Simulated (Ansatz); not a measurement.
S-phenyldibenzothiophenium benzoate (C₂₅H₁₈O₂S) was relaxed with r2SCAN-D4 (def2-SVP) in Ansatz in these states: charge -1 doublet, neutral singlet. The geometries follow in no particular order.

Single mean-field runs in def2-SVP are fitted with def2-universal-jkfit.

A:

```xyz
46

O     2.073    0.863   -0.480
C     2.049    0.382    0.665
O     1.034   -0.121    1.265
C     3.338    0.366    1.470
C     4.499    0.930    0.924
C     5.694    0.924    1.647
C     5.737    0.350    2.923
C     4.581   -0.216    3.472
C     3.386   -0.206    2.749
H     4.431    1.368   -0.076
H     6.598    1.368    1.217
H     6.674    0.344    3.490
H     4.615   -0.666    4.470
H     2.467   -0.639    3.153
C    -5.635   -1.512   -0.041
C    -5.041   -1.661    1.214
C    -3.686   -1.355    1.385
C    -2.943   -0.899    0.293
S    -1.178   -0.520    0.661
C    -1.113    1.138    0.000
C    -1.559    2.275    0.657
C    -1.408    3.498   -0.004
C    -0.822    3.550   -1.277
C    -0.372    2.391   -1.912
C    -0.508    1.156   -1.269
C    -0.111   -0.171   -1.730
C     0.514   -0.540   -2.927
C     0.812   -1.883   -3.162
C     0.499   -2.872   -2.218
C    -0.127   -2.529   -1.015
C    -0.422   -1.189   -0.810
C    -3.529   -0.747   -0.969
C    -4.879   -1.058   -1.129
H    -6.693   -1.753   -0.176
H    -5.630   -2.017    2.064
H    -3.208   -1.470    2.363
H    -2.005    2.220    1.653
H    -1.744    4.418    0.481
H    -0.704    4.516   -1.776
H     0.110    2.448   -2.891
H     0.790    0.225   -3.657
H     1.311   -2.168   -4.092
H     0.752   -3.916   -2.415
H    -0.366   -3.286   -0.263
H    -2.935   -0.391   -1.815
H    -5.347   -0.944   -2.111
```

B:

Cartesian coordinates in Å:
```
O 0.183 1.146 -2.294
C 0.176 1.925 -1.316
O 0.051 1.655 -0.090
C 0.343 3.421 -1.642
C 0.486 3.841 -2.971
C 0.639 5.197 -3.278
C 0.652 6.151 -2.252
C 0.509 5.738 -0.921
C 0.356 4.381 -0.621
H 0.472 3.063 -3.740
H 0.751 5.517 -4.321
H 0.772 7.214 -2.490
H 0.518 6.483 -0.117
H 0.241 4.017 0.405
C -0.647 -3.898 4.583
C -0.904 -2.549 4.929
C -0.703 -1.532 4.009
C -0.195 -1.821 2.713
S -0.271 -0.509 1.519
C -1.414 -0.831 0.116
C -2.798 -0.763 0.213
C -3.555 -1.142 -0.899
C -2.917 -1.599 -2.068
C -1.525 -1.676 -2.140
C -0.752 -1.291 -1.037
C 0.695 -1.292 -0.880
C 1.686 -1.573 -1.831
C 3.027 -1.574 -1.452
C 3.404 -1.286 -0.128
C 2.431 -0.970 0.825
C 1.099 -0.982 0.430
C 0.047 -3.181 2.356
C -0.179 -4.188 3.289
H -0.824 -4.701 5.304
H -1.257 -2.302 5.936
H -0.920 -0.490 4.275
H -3.275 -0.407 1.133
H -4.647 -1.072 -0.865
H -3.521 -1.894 -2.932
H -1.038 -2.015 -3.059
H 1.402 -1.757 -2.871
H 3.800 -1.784 -2.198
H 4.461 -1.298 0.156
H 2.698 -0.725 1.858
H 0.421 -3.418 1.356
H 0.020 -5.229 3.007
```

Q: Judge from the bond lengths which geometry belongs to which state (an estimate).

A: A is the neutral singlet (C18–S19 1.842 Å, S19–C20 1.786 Å, S19–C31 1.784 Å); B is the charge -1 doublet (C18–S19 1.775 Å, S19–C20 1.837 Å, S19–C31 1.813 Å).

At r2SCAN-D4/def2-SVP the highest occupied level of the relaxed charge -1 doublet lies above zero (up to 0.40 eV). By energy differences its removal costs 0.91 eV (each at its own geometry, to the charge 0 singlet, at PBE0-D4/def2-TZVP).
